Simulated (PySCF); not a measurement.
Computed with PySCF with PBE-D3(BJ)/def2-TZVP // B3LYP-D3(BJ)/def2-TZVP. All species are isolated molecules in the gas phase. 

Reference species (SMILES): `[Cl][GaH2]` (neutral, multiplicity 1).

- HOMO–LUMO gap: 4.48 eV
- LUMO: -2.64 eV

Changed species: `[GaH3]` (0 of 3 H replaced by Cl; the reference has 1 of 3 H replaced by Cl).

Question: Predict the effect on the HOMO–LUMO gap and LUMO.

Answer: the HOMO–LUMO gap goes up by 0.21 eV, to 4.69 eV; the LUMO is nearly the same.
